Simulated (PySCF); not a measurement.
C₅H₁₅ClSi₂.
Bonds: C1–Si2, Si2–C3, Si2–C4, Si2–Si5, Si5–C6, Si5–C7, Si5–Cl8. Hydrogens: H9, H10, H11 on C1; H12, H13, H14 on C3; H15, H16, H17 on C4; H18, H19, H20 on C6; H21, H22, H23 on C7.

The same species was optimised twice, with GFN2-xTB and with PBE0-D3(BJ)/def2-SVP (PySCF), and the same property calculations (PySCF, gas phase) were run on both structures.

| coordinate | GFN2-xTB | PBE0-D3(BJ)/def2-SVP | change |
| --- | --- | --- | --- |
| Si5–Cl8 (Å) | 2.058 | 2.112 | +0.054 |
| Si5–C7 (Å) | 1.911 | 1.877 | -0.034 |
| Si5–C6 (Å) | 1.911 | 1.877 | -0.034 |
| Si2–C4 (Å) | 1.912 | 1.885 | -0.027 |
| C1–Si2 (Å) | 1.912 | 1.886 | -0.026 |
| Si2–C3 (Å) | 1.913 | 1.888 | -0.025 |
| Si2–Si5 (Å) | 2.346 | 2.345 | -0.001 |
| Si2–Si5–Cl8 (°) | 111.6 | 103.2 | -8.4 |
| C1–Si2–Si5 (°) | 111.6 | 107.0 | -4.6 |
| C4–Si2–Si5 (°) | 111.7 | 107.6 | -4.1 |
| C6–Si5–C7 (°) | 107.4 | 110.5 | +3.1 |
| C3–Si2–C4 (°) | 108.1 | 110.4 | +2.3 |
| C3–Si2–Si5 (°) | 109.2 | 111.5 | +2.3 |
| C1–Si2–C3 (°) | 108.1 | 110.3 | +2.2 |
| C1–Si2–C4 (°) | 108.0 | 110.1 | +2.1 |
| C1–Si2–Si5–C6 (°) | 180 | -175 | +5 |

Rotational constants: A = 1367, B = 772.5, C = 718.3 MHz (GFN2-xTB) against A = 1343, B = 822.6, C = 753.5 MHz (PBE0-D3(BJ)/def2-SVP). Point groups within 0.08 Å: Cs and Cs. Atoms that the bonding makes alike are paired by their places after alignment.

On the GFN2-xTB structure: HOMO (eV) -7.45 [PBE0/pcSseg-1]; LUMO (eV) 0.30 [PBE0/pcSseg-1]; dipole (D) 2.23 [PBE0/pcSseg-1]; GIAO shielding of C1/C3/C4 (mean) (ppm) 189.2 [PBE0/pcSseg-1]; GIAO shielding of Si2 (ppm) 369.2 [PBE0/pcSseg-1]; GIAO shielding of Si5 (ppm) 326.7 [PBE0/pcSseg-1]; GIAO shielding of C6/C7 (mean) (ppm) 182.2 [PBE0/pcSseg-1]; GIAO shielding of Cl8 (ppm) 972.3 [PBE0/pcSseg-1].

Question: What do these properties become on the PBE0-D3(BJ)/def2-SVP structure?

Answer: 
```json
{"property": "HOMO (eV)", "level": "PBE0/pcSseg-1", "on GFN2-xTB": "-7.45", "on PBE0-D3(BJ)/def2-SVP": "-7.22", "change": "+0.23"}
{"property": "LUMO (eV)", "level": "PBE0/pcSseg-1", "on GFN2-xTB": "0.30", "on PBE0-D3(BJ)/def2-SVP": "0.39", "change": "+0.09"}
{"property": "dipole (D)", "level": "PBE0/pcSseg-1", "on GFN2-xTB": "2.23", "on PBE0-D3(BJ)/def2-SVP": "2.57", "change": "+0.34"}
{"property": "energy, GFN2-xTB geometry as zero (kcal/mol)", "level": "PBE0/pcSseg-1", "on GFN2-xTB": "0.0", "on PBE0-D3(BJ)/def2-SVP": "-2.5", "change": "-2.5"}
{"property": "GIAO shielding of C1/C3/C4 (mean) (ppm)", "level": "PBE0/pcSseg-1", "on GFN2-xTB": "189.2", "on PBE0-D3(BJ)/def2-SVP": "187.8", "change": "-1.4"}
{"property": "GIAO shielding of Si2 (ppm)", "level": "PBE0/pcSseg-1", "on GFN2-xTB": "369.2", "on PBE0-D3(BJ)/def2-SVP": "371.0", "change": "+1.8"}
{"property": "GIAO shielding of Si5 (ppm)", "level": "PBE0/pcSseg-1", "on GFN2-xTB": "326.7", "on PBE0-D3(BJ)/def2-SVP": "317.0", "change": "-9.7"}
{"property": "GIAO shielding of C6/C7 (mean) (ppm)", "level": "PBE0/pcSseg-1", "on GFN2-xTB": "182.2", "on PBE0-D3(BJ)/def2-SVP": "181.9", "change": "-0.3"}
{"property": "GIAO shielding of Cl8 (ppm)", "level": "PBE0/pcSseg-1", "on GFN2-xTB": "972.3", "on PBE0-D3(BJ)/def2-SVP": "963.7", "change": "-8.6"}
```

The heavy atoms differ by 0.129 Å rms after alignment. Among bonds between heavy atoms Si5–Cl8 changes most (+0.054 Å). Changes are differences of the printed values. Neither structure is proved a minimum here.

Shape of the structure used: `[CH3:1][Si:2]([CH3:3])([CH3:4])[Si:5]([CH3:6])([CH3:7])[Cl:8]`: C1–Si2–Si5–C6 -175°.
